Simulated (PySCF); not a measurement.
Ranking problems on computed properties.

All species are isolated and taken at one optimised geometry, non-relativistic unless stated. Electronic properties by PySCF.

The conformers computed, where there is a choice (atom-mapped SMILES and torsion angles):
- `[CH3:1][S:2][C@@H:3]([S:4][SiH2:5][SiH3:6])[C:7]([F:8])([F:9])[F:10]`: C1–S2–C3–S4 62°, S2–C3–S4–Si5 62°, C3–S4–Si5–Si6 94°, S2–C3–C7–F8 -55°
- `[CH3:1][O:2][c:3]1[cH:4][c:5]([CH:6]([CH3:7])[CH3:8])[cH:9][pH:10]1`: C1–O2–C3–C4 -177°, C4–C5–C6–C7 62°
- `[SiH3:1][CH2:2][Si@@H:3]([SH:4])[N:5]([SiH3:6])[SiH3:7]`: Si1–C2–Si3–S4 59°, C2–Si3–N5–Si6 107°, H–S4–Si3–C2 162°
- `[CH3:1][CH:2]([CH3:3])[S@@+:4]([CH3:5])[CH2:6][F:7]`: C1–C2–S4–C5 70°, C2–S4–C6–F7 -46°
- `[CH3:1][CH2:2][SiH2:3][O:4]/[C:5]([SiH3:6])=[CH:7]/[SiH2:8][F:9]`: C1–C2–Si3–O4 176°, C2–Si3–O4–C5 180°, Si3–O4–C5–Si6 178°, C5–C7–Si8–F9 176°
- `[CH3:1][C:2]([CH3:3])([CH3:4])[c:5]1[cH:6][n:7][s:8][n:9]1`: C1–C2–C5–C6 60°
- `[CH3:1][CH2:2][P@@:3]([CH3:4])(=[O:5])[CH2:6][S:7][CH3:8]`: C1–C2–P3–C4 180°, C2–P3–C6–S7 164°, P3–C6–S7–C8 73°

The conformers of `N#C[C@H]1[C@@H]2CC[C@H]1C[C@@H](F)C2`, `CP1CC[SiH](F)CC1` and `C#C[P@]1(=O)CC[C@@H](C)CC1` aren't listed.

(1) Rank by smallest rotational constant, lowest first (GFN2-xTB).
A. `CC(C)[S@@+](C)CF`
B. `[SiH3]C[Si@@H](S)N([SiH3])[SiH3]`
C. `CC[SiH2]O/C([SiH3])=C/[SiH2]F`
D. `CS[C@@H](S[SiH2][SiH3])C(F)(F)F`
E. `c1(nsnc1)C(C)(C)C`
F. `CC(c1c[pH]c(c1)OC)C`

(2) Rank by HOMO energy, lowest first (PBE0/pcSseg-1 at GFN2-xTB geometries).
A. `CC(C)[S@@+](C)CF`
B. `COc1cc(C(C)C)c[pH]1`
C. `CC[SiH2]O/C([SiH3])=C/[SiH2]F`
D. `CC[P@@](C)(=O)CSC`
E. `CC(C)(C)C1=NSN=C1`
F. `CP1CC[SiH](F)CC1`
G. `C(#N)[C@H]1[C@@H]2CC[C@H]1C[C@H](C2)F`
H. `C#C[P@]1(=O)CC[C@@H](C)CC1`

(3) Give the two extremes of that set in hartree.

(4) Rank by HOMO–LUMO gap, lowest first (PBE0/pcSseg-1 at GFN2-xTB geometries).
A. `COc1cc(C(C)C)c[pH]1`
B. `CC(C)[S@@+](C)CF`
C. `CP1CC[SiH](F)CC1`
D. `CC[SiH2]O/C([SiH3])=C/[SiH2]F`
E. `CS[C@@H](S[SiH2][SiH3])C(F)(F)F`
F. `CC[P@@](C)(=O)CSC`
G. `C#C[P@]1(=O)CC[C@@H](C)CC1`

(5) Give the two extremes of that set in kcal/mol.

(6) Rank by dipole moment, highest first (PBE0/pcSseg-1 at GFN2-xTB geometries).
A. `CC[P@@](C)(=O)CSC`
B. `CC[SiH2]O/C(=C/[SiH2]F)[SiH3]`
C. `COc1cc(C(C)C)c[pH]1`
D. `CC(C)(C)C1=NSN=C1`
E. `[SiH3]C[Si@@H](S)N([SiH3])[SiH3]`

## Answers

(1) C (0.322 GHz), D (0.438 GHz), B (0.521 GHz), F (0.573 GHz), E (0.870 GHz), A (1.316 GHz).

(2) A (-14.20 eV), G (-8.77 eV), E (-7.67 eV), H (-7.53 eV), C (-7.41 eV), F (-6.71 eV), D (-6.34 eV), B (-5.86 eV).

(3) `CC(C)[S@@+](C)CF`: -0.522 Eh; `COc1cc(C(C)C)c[pH]1`: -0.215 Eh.

(4) A (5.17 eV), E (6.27 eV), D (6.65 eV), F (7.03 eV), C (7.28 eV), G (7.43 eV), B (9.20 eV).

(5) `COc1cc(C(C)C)c[pH]1`: 119 kcal/mol; `CC(C)[S@@+](C)CF`: 212 kcal/mol.

(6) A (2.79 D), B (2.58 D), D (2.08 D), E (1.81 D), C (0.93 D).
